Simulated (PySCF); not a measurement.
C4H9O, SMILES CC(C)(C)[O], multiplicity 2.

Geometry optimised at PBE0-D3(BJ)/def2-SVP. The isomer is the one that the SMILES or the coordinates give; other isomers of the formula were not compared.

Two levels are set side by side: PBE/def2-TZVP (PySCF) and PBE0/def2-TZVP (PySCF). Same geometry, gas phase. Differences are taken from unrounded values.

```
quantity                      PBE
---------------------------  ----
α-spin orbital gap (eV)      6.29
β-spin orbital gap (eV)      0.69
dipole moment (D)            2.16
mean polarisability (bohr³)  58.3
```

Problem. These are the PBE values. What does PBE0 give? (The exact figures need the calculation; the answer reports its results.)

Solution. 
```
quantity                     PBE0  PBE minus PBE0
---------------------------  ----  --------------
α-spin orbital gap (eV)      8.94           -2.64
β-spin orbital gap (eV)      4.14           -3.45
dipole moment (D)            2.04            0.12
mean polarisability (bohr³)  55.3             3.0
```

Loosely held outer electrons make PBE densities more polarisable. Differences between two approximate levels are no errors against the true value.

Rough cost on one machine, each run with all the roots and properties that it gave: PBE0 against PBE within a factor of 2.
